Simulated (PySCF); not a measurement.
Ge(H)4 cation (GeH4), SMILES [GeH4] (connectivity only; charge and spin as stated), charge +1, multiplicity 2.

Geometry optimised at PBE-D3(BJ)/def2-TZVPD. A frequency run showed that this geometry is not a minimum. The spin state was assumed, not searched. The isomer is the one that the SMILES or the coordinates give; other isomers of the formula were not compared.

All values below come from TDA-B3LYP/def2-TZVPD (PySCF).

Vertical excitations; the highest root listed may be one member of a degenerate set. The molecule is in vacuum.

| state | energy (eV) | λ (nm) | f | main pairs |
|---|---|---|---|---|
| root 1 | 2.40 | 517 | 0.032 | β HOMO−1→LUMO (degenerate set) |
| root 2 | 2.40 | 517 | 0.032 | β HOMO→LUMO (degenerate set) |
| root 3 | 6.56 | 189 | 0.000 | α HOMO→LUMO 98 % |
| root 4 | 7.33 | 169 | 0.004 | α HOMO−2→LUMO, β HOMO−1→LUMO+1 (degenerate set) |
| root 5 | 7.33 | 169 | 0.004 | α HOMO−1→LUMO, β HOMO→LUMO+1 (degenerate set) |
| root 6 | 7.69 | 161 | 0.005 | α HOMO→LUMO+1 59 %, β HOMO−2→LUMO 36 % |
| root 7 | 8.29 | 150 | 0.072 | α HOMO→LUMO+1 37 %, β HOMO−2→LUMO 57 % |
| root 8 | 8.71 | 142 | 0.032 | α HOMO−2→LUMO, β HOMO−1→LUMO+1, β HOMO→LUMO+2 (degenerate set) |
| root 9 | 8.71 | 142 | 0.032 | α HOMO−1→LUMO, β HOMO→LUMO+1, β HOMO−1→LUMO+2 (degenerate set) |
| root 10 | 8.91 | 139 | 0.005 | α HOMO−1→LUMO+1 25 %, α HOMO−2→LUMO 11 %, α HOMO→LUMO+2 5 %, β HOMO→LUMO+2 53 % |
Unrestricted roots are not spin-pure.
